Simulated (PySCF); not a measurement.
C3H10O3Sn (SMILES C[CH2][Sn]([OH])([OH])[O]C), singlet, geometry from GFN2-xTB (such geometries of metal compounds can be far from the true shape) (all electrons, no relativity); PySCF with CASSCF(4,6)/STO-3G.

PySCF was given this input:
```python
from pyscf import gto, scf, mcscf
import numpy

mol = gto.Mole()
mol.atom = '''
    C     2.936144    0.668925   -0.561980
    C     1.656066    1.318463   -0.100063
    Sn   -0.002031   -0.138073    0.023762
    O    -0.500200   -0.720523   -1.800718
    O     0.471093   -1.810939    0.953256
    O    -1.724051    0.328881    0.979279
    C    -2.742782    1.139434    0.463976
    H     2.825738    0.249757   -1.557770
    H     3.725483    1.420292   -0.590446
    H     3.242048   -0.125563    0.112870
    H     1.748111    1.741498    0.898910
    H     1.316730    2.084036   -0.795094
    H    -0.641427   -1.665116   -1.871431
    H    -0.090318   -1.989636    1.708771
    H    -3.611576    0.980087    1.105561
    H    -2.473412    2.197714    0.493388
    H    -3.011122    0.870320   -0.558987
'''
mol.basis = 'sto-3g'
mol.charge = 0
mol.spin = 0
mol.verbose = 4
mol.build()

mf = scf.RHF(mol)
mf.kernel()
mc = mcscf.CASSCF(mf, 6, 4)
mc.fix_spin_(ss=0.0)
mc.kernel()
occ = numpy.linalg.eigvalsh(mc.fcisolver.make_rdm1(mc.ci, mc.ncas, mc.nelecas))[::-1]
ss = mc.fcisolver.spin_square(mc.ci, mc.ncas, mc.nelecas)[0]
print('natural occupations', occ.round(4), ' <S^2>', round(ss, 4))
```

Output, abridged:

```
PySCF version 2.14.0

[INPUT] verbose = 4
[INPUT] num. atoms = 17
[INPUT] num. electrons = 102
[INPUT] charge = 0
[INPUT] spin (= nelec alpha-beta = 2S) = 0
[INPUT] symmetry False subgroup None
[INPUT] Mole.unit = angstrom
[INPUT] Symbol           X                Y                Z      unit          X                Y                Z       unit  Magmom
[...]
nuclear repulsion = 792.648207423762
number of shells = 39
number of NR pGTOs = 201
number of NR cGTOs = 67
basis = sto-3g
ecp = {}

******** <class 'pyscf.scf.hf.RHF'> ********
method = RHF
initial guess = minao
damping factor = 0
level_shift factor = 0
DIIS = <class 'pyscf.scf.diis.CDIIS'>
diis_start_cycle = 1
diis_space = 8
diis_damp = 0
SCF conv_tol = 1e-09
SCF conv_tol_grad = None
SCF max_cycles = 50
direct_scf = True
direct_scf_tol = 1e-13
Set gradient conv threshold to 3.16228e-05
Initial guess from minao.
init E= -6286.35745472014
[...]
cycle= 1 E= -6302.60285404907  delta_E= -16.2  |g|= 0.803  |ddm|= 4.84
[...]
cycle= 2 E= -6302.87396321469  delta_E= -0.271  |g|= 0.228  |ddm|= 1.58
[...]
cycle= 3 E= -6302.89285230683  delta_E= -0.0189  |g|= 0.0515  |ddm|= 0.38
[...]
cycle= 4 E= -6302.89445240621  delta_E= -0.0016  |g|= 0.0133  |ddm|= 0.121
[...]
cycle= 5 E= -6302.89456223691  delta_E= -0.00011  |g|= 0.00333  |ddm|= 0.0329
[...]
cycle= 6 E= -6302.8945709437  delta_E= -8.71e-06  |g|= 0.000917  |ddm|= 0.00965
[...]
cycle= 7 E= -6302.89457174312  delta_E= -7.99e-07  |g|= 0.000201  |ddm|= 0.00334
[...]
cycle= 8 E= -6302.89457178774  delta_E= -4.46e-08  |g|= 7.54e-05  |ddm|= 0.000762
[...]
cycle= 9 E= -6302.89457179416  delta_E= -6.42e-09  |g|= 1.96e-05  |ddm|= 0.000312
[...]
cycle= 10 E= -6302.89457179465  delta_E= -4.87e-10  |g|= 5.2e-06  |ddm|= 9.01e-05
[...]
Extra cycle  E= -6302.89457179469  delta_E= -3.73e-11  |g|= 2.47e-06  |ddm|= 1.33e-05
converged SCF energy = -6302.89457179469

******** <class 'pyscf.mcscf.mc1step.CASSCF'> ********
CAS (2e+2e, 6o), ncore = 49, nvir = 12
max_cycle_macro = 50
max_cycle_micro = 4
conv_tol = 1e-07
conv_tol_grad = None
orbital rotation max_stepsize = 0.02
orbital rotation threshold for CI restart = 0.01
augmented hessian ah_max_cycle = 30
augmented hessian ah_conv_tol = 1e-12
augmented hessian ah_linear dependence = 1e-14
augmented hessian ah_level shift = 1e-08
augmented hessian ah_start_tol = 2.5
augmented hessian ah_start_cycle = 3
augmented hessian ah_grad_trust_region = 3
kf_trust_region = 3
kf_interval = 4
ci_response_space = 4
ci_grad_trust_region = 3
with_dep4 0
natorb = False
canonicalization = True
sorting_mo_energy = False
ao2mo_level = 2
internal_rotation = False
******** <class 'pyscf.fci.addons.SpinPenaltyFCISolver'> ********
max. cycles = 50
conv_tol = 1e-08
davidson only = True
linear dependence = 1e-12
level shift = 0.001
max iter space = 12
nroots = 1
pspace_size = 400
spin = None
CASCI E = -6302.90359604413  S^2 = 0.0000000
Set conv_tol_grad to 0.000316228
macro iter   1 ( 21 JK    4 micro), CASSCF E = -6302.91382319219  dE = -1.02271481e-02  S^2 = 0.0000000
               |grad[o]|=0.0231  |grad[c]|=0.0543  |ddm|=0.0641  |maxRot[o]|=0.264
macro iter   2 ( 21 JK    4 micro), CASSCF E = -6302.91736747622  dE = -3.54428403e-03  S^2 = 0.0000000
               |grad[o]|=0.0133  |grad[c]|=0.059  |ddm|=0.044  |maxRot[o]|=0.168
macro iter   3 ( 21 JK    4 micro), CASSCF E = -6302.92010786402  dE = -2.74038780e-03  S^2 = 0.0000000
               |grad[o]|=0.0103  |grad[c]|=0.0244  |ddm|=0.0251  |maxRot[o]|=0.182
macro iter   4 ( 21 JK    4 micro), CASSCF E = -6302.92640516016  dE = -6.29729614e-03  S^2 = 0.0000000
               |grad[o]|=0.0111  |grad[c]|=0.0237  |ddm|=0.0218  |maxRot[o]|= 0.21
macro iter   5 ( 21 JK    4 micro), CASSCF E = -6302.92933399581  dE = -2.92883565e-03  S^2 = 0.0000000
               |grad[o]|=0.0146  |grad[c]|=0.0513  |ddm|=0.0457  |maxRot[o]|=0.135
macro iter   6 ( 21 JK    4 micro), CASSCF E = -6302.92965477960  dE = -3.20783785e-04  S^2 = 0.0000000
               |grad[o]|=0.0151  |grad[c]|=0.0286  |ddm|=0.0182  |maxRot[o]|=0.072
macro iter   7 ( 21 JK    4 micro), CASSCF E = -6302.92984253583  dE = -1.87756233e-04  S^2 = 0.0000000
               |grad[o]|=0.0135  |grad[c]|=0.0282  |ddm|=0.0173  |maxRot[o]|=0.0626
macro iter   8 ( 21 JK    4 micro), CASSCF E = -6302.92998101652  dE = -1.38480695e-04  S^2 = 0.0000000
               |grad[o]|=0.0131  |grad[c]|=0.0278  |ddm|=0.0167  |maxRot[o]|=0.0518
macro iter   9 ( 21 JK    4 micro), CASSCF E = -6302.93009028429  dE = -1.09267768e-04  S^2 = 0.0000000
               |grad[o]|=0.0129  |grad[c]|=0.0276  |ddm|=0.0162  |maxRot[o]|=0.0421
macro iter  10 ( 21 JK    4 micro), CASSCF E = -6302.93017794281  dE = -8.76585209e-05  S^2 = 0.0000000
               |grad[o]|=0.0128  |grad[c]|=0.0273  |ddm|=0.0158  |maxRot[o]|=0.0342
macro iter  11 ( 21 JK    4 micro), CASSCF E = -6302.93025237526  dE = -7.44324507e-05  S^2 = 0.0000000
               |grad[o]|=0.0127  |grad[c]|=0.0271  |ddm|=0.0154  |maxRot[o]|=0.0281
macro iter  12 ( 21 JK    4 micro), CASSCF E = -6302.93031967970  dE = -6.73044397e-05  S^2 = 0.0000000
               |grad[o]|=0.0127  |grad[c]|=0.0269  |ddm|=0.015  |maxRot[o]|=0.0234
macro iter  13 ( 21 JK    4 micro), CASSCF E = -6302.93038469064  dE = -6.50109414e-05  S^2 = 0.0000000
               |grad[o]|=0.0127  |grad[c]|=0.0267  |ddm|=0.0147  |maxRot[o]|=0.0198
macro iter  14 ( 21 JK    4 micro), CASSCF E = -6302.93044904447  dE = -6.43538297e-05  S^2 = 0.0000000
               |grad[o]|=0.0126  |grad[c]|=0.0265  |ddm|=0.0144  |maxRot[o]|=0.017
macro iter  15 ( 21 JK    4 micro), CASSCF E = -6302.93051308558  dE = -6.40411017e-05  S^2 = 0.0000000
               |grad[o]|=0.0126  |grad[c]|=0.0264  |ddm|=0.0142  |maxRot[o]|=0.0148
macro iter  16 ( 21 JK    4 micro), CASSCF E = -6302.93057613191  dE = -6.30463383e-05  S^2 = 0.0000000
               |grad[o]|=0.0126  |grad[c]|=0.0263  |ddm|=0.014  |maxRot[o]|=0.015
[...]
               |grad[o]|=0.0124  |grad[c]|=0.0257  |ddm|=0.0132  |maxRot[o]|=0.0169
macro iter  22 ( 21 JK    4 micro), CASSCF E = -6302.93089548185  dE = -4.43529316e-05  S^2 = 0.0000000
               |grad[o]|=0.0124  |grad[c]|=0.0256  |ddm|=0.0131  |maxRot[o]|=0.0174
macro iter  23 ( 21 JK    4 micro), CASSCF E = -6302.93093629336  dE = -4.08115029e-05  S^2 = 0.0000000
               |grad[o]|=0.0124  |grad[c]|=0.0255  |ddm|=0.013  |maxRot[o]|=0.018
macro iter  24 ( 21 JK    4 micro), CASSCF E = -6302.93097380260  dE = -3.75092413e-05  S^2 = 0.0000000
               |grad[o]|=0.0124  |grad[c]|=0.0255  |ddm|=0.0129  |maxRot[o]|=0.0186
macro iter  25 ( 21 JK    4 micro), CASSCF E = -6302.93100829165  dE = -3.44890532e-05  S^2 = 0.0000000
               |grad[o]|=0.0124  |grad[c]|=0.0254  |ddm|=0.0129  |maxRot[o]|=0.0193
macro iter  26 ( 21 JK    4 micro), CASSCF E = -6302.93104005066  dE = -3.17590111e-05  S^2 = 0.0000000
               |grad[o]|=0.0123  |grad[c]|=0.0254  |ddm|=0.0128  |maxRot[o]|=0.0199
macro iter  27 ( 21 JK    4 micro), CASSCF E = -6302.93106934720  dE = -2.92965387e-05  S^2 = 0.0000000
               |grad[o]|=0.0123  |grad[c]|=0.0253  |ddm|=0.0127  |maxRot[o]|=0.0206
macro iter  28 ( 21 JK    4 micro), CASSCF E = -6302.93109640678  dE = -2.70595783e-05  S^2 = 0.0000000
               |grad[o]|=0.0123  |grad[c]|=0.0253  |ddm|=0.0127  |maxRot[o]|=0.0212
macro iter  29 ( 21 JK    4 micro), CASSCF E = -6302.93112141219  dE = -2.50054072e-05  S^2 = 0.0000000
               |grad[o]|=0.0123  |grad[c]|=0.0253  |ddm|=0.0126  |maxRot[o]|=0.0218
macro iter  30 ( 21 JK    4 micro), CASSCF E = -6302.93114449119  dE = -2.30790001e-05  S^2 = 0.0000000
               |grad[o]|=0.0123  |grad[c]|=0.0253  |ddm|=0.0126  |maxRot[o]|=0.0231
macro iter  31 ( 21 JK    4 micro), CASSCF E = -6302.93116571864  dE = -2.12274508e-05  S^2 = 0.0000000
               |grad[o]|=0.0123  |grad[c]|=0.0253  |ddm|=0.0126  |maxRot[o]|=0.0241
macro iter  32 ( 21 JK    4 micro), CASSCF E = -6302.93118512707  dE = -1.94084323e-05  S^2 = 0.0000000
               |grad[o]|=0.0123  |grad[c]|=0.0254  |ddm|=0.0126  |maxRot[o]|=0.0249
macro iter  33 ( 21 JK    4 micro), CASSCF E = -6302.93120270869  dE = -1.75816213e-05  S^2 = 0.0000000
               |grad[o]|=0.0123  |grad[c]|=0.0254  |ddm|=0.0125  |maxRot[o]|=0.0254
macro iter  34 ( 21 JK    4 micro), CASSCF E = -6302.93121843530  dE = -1.57266068e-05  S^2 = 0.0000000
               |grad[o]|=0.0123  |grad[c]|=0.0254  |ddm|=0.0125  |maxRot[o]|=0.0255
macro iter  35 ( 21 JK    4 micro), CASSCF E = -6302.93123227819  dE = -1.38428959e-05  S^2 = 0.0000000
               |grad[o]|=0.0123  |grad[c]|=0.0255  |ddm|=0.0125  |maxRot[o]|=0.0254
macro iter  36 ( 21 JK    4 micro), CASSCF E = -6302.93124423370  dE = -1.19555061e-05  S^2 = 0.0000000
               |grad[o]|=0.0123  |grad[c]|=0.0255  |ddm|=0.0125  |maxRot[o]|=0.0249
macro iter  37 ( 21 JK    4 micro), CASSCF E = -6302.93125434400  dE = -1.01102969e-05  S^2 = 0.0000000
               |grad[o]|=0.0123  |grad[c]|=0.0255  |ddm|=0.0125  |maxRot[o]|=0.0242
macro iter  38 ( 21 JK    4 micro), CASSCF E = -6302.93126270227  dE = -8.35827905e-06  S^2 = 0.0000000
               |grad[o]|=0.0123  |grad[c]|=0.0256  |ddm|=0.0125  |maxRot[o]|=0.0233
macro iter  39 ( 21 JK    4 micro), CASSCF E = -6302.93126944507  dE = -6.74279727e-06  S^2 = 0.0000000
               |grad[o]|=0.0123  |grad[c]|=0.0256  |ddm|=0.0125  |maxRot[o]|=0.0221
macro iter  40 ( 21 JK    4 micro), CASSCF E = -6302.93127474001  dE = -5.29493900e-06  S^2 = 0.0000000
               |grad[o]|=0.0123  |grad[c]|=0.0256  |ddm|=0.0125  |maxRot[o]|=0.0209
macro iter  41 ( 21 JK    4 micro), CASSCF E = -6302.93127877029  dE = -4.03028389e-06  S^2 = 0.0000000
               |grad[o]|=0.0123  |grad[c]|=0.0257  |ddm|=0.0125  |maxRot[o]|=0.0195
macro iter  42 ( 21 JK    4 micro), CASSCF E = -6302.93128172221  dE = -2.95191330e-06  S^2 = 0.0000000
               |grad[o]|=0.0123  |grad[c]|=0.0257  |ddm|=0.0125  |maxRot[o]|=0.0182
macro iter  43 ( 21 JK    4 micro), CASSCF E = -6302.93128377539  dE = -2.05318338e-06  S^2 = 0.0000000
               |grad[o]|=0.0123  |grad[c]|=0.0257  |ddm|=0.0126  |maxRot[o]|=0.0168
macro iter  44 ( 21 JK    4 micro), CASSCF E = -6302.93128509659  dE = -1.32119658e-06  S^2 = 0.0000000
               |grad[o]|=0.0123  |grad[c]|=0.0258  |ddm|=0.0126  |maxRot[o]|=0.0154
macro iter  45 ( 21 JK    4 micro), CASSCF E = -6302.93128583613  dE = -7.39541974e-07  S^2 = 0.0000000
               |grad[o]|=0.0123  |grad[c]|=0.0258  |ddm|=0.0126  |maxRot[o]|=0.0141
macro iter  46 ( 21 JK    4 micro), CASSCF E = -6302.93128612585  dE = -2.89717718e-07  S^2 = 0.0000000
               |grad[o]|=0.0123  |grad[c]|=0.0258  |ddm|=0.0126  |maxRot[o]|=0.0129
macro iter  47 ( 21 JK    4 micro), CASSCF E = -6302.93128607875  dE =  4.71018211e-08  S^2 = 0.0000000
               |grad[o]|=0.0123  |grad[c]|=0.0258  |ddm|=0.0126  |maxRot[o]|=0.0117
macro iter  48 ( 21 JK    4 micro), CASSCF E = -6302.93329702012  dE = -2.01094137e-03  S^2 = 0.0000000
               |grad[o]|=0.0123  |grad[c]|=0.0166  |ddm|=0.0104  |maxRot[o]|=0.0479
macro iter  49 ( 21 JK    4 micro), CASSCF E = -6302.93658478750  dE = -3.28776739e-03  S^2 = 0.0000000
               |grad[o]|=0.0116  |grad[c]|=0.0105  |ddm|=0.00511  |maxRot[o]|=0.0873
macro iter  50 ( 21 JK    4 micro), CASSCF E = -6302.93766559249  dE = -1.08080498e-03  S^2 = 0.0000000
               |grad[o]|=0.00953  |grad[c]|=0.014  |ddm|=0.00797  |maxRot[o]|=0.201
1-step CASSCF not converged,  50 macro (1050 JK 200 micro) steps
CASSCF canonicalization
Density matrix diagonal elements [1.97288769 1.96490328 0.02675571 0.00764102 0.00526422 0.02254808]
CASSCF energy = -6302.93766559249
CASCI E = -6302.93766559249  E(CI) = -5.61215856186391  S^2 = 0.0000000
natural occupations [1.9772e+00 1.9628e+00 3.6800e-02 2.2400e-02 7.0000e-04 3.0000e-04]  <S^2> 0.0
```

Convergence was not reached.
